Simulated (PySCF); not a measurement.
**TlS at PBE0**

Level: PBE0. basis Tl cc-pVTZ-PP with ECP60, S cc-pV(T+d)Z; scalar-relativistic core potentials; PySCF 2.14.

```
state                                           : quartet, unpaired electrons σ ↑, π ↑↑, a mixture of terms (⟨Lz²⟩ = 2.0), a second solution, started from another occupation
bond length                                     : 0.2856 nm
harmonic wavenumber                             : 84.3 cm⁻¹
force constant                                  : 0.116 mdyn/Å
rotational constant Be                          : 0.07471 cm⁻¹
anharmonicity ωexe                              : 3.55 cm⁻¹
vibration–rotation constant αe                  : 0.00235 cm⁻¹
energy of the minimum from ground-state Tl + S  : -0.081 eV
bond order (Mayer)                              : 0.42
dipole moment (positive dipole means Tl(−)S(+)) : 0.03 D
```

These are scalar-relativistic numbers at best; spin–orbit coupling would shift them, the dissociation energy most. Counting both spins, an empty level lies below a filled one in this solution, because spin and occupation are held.
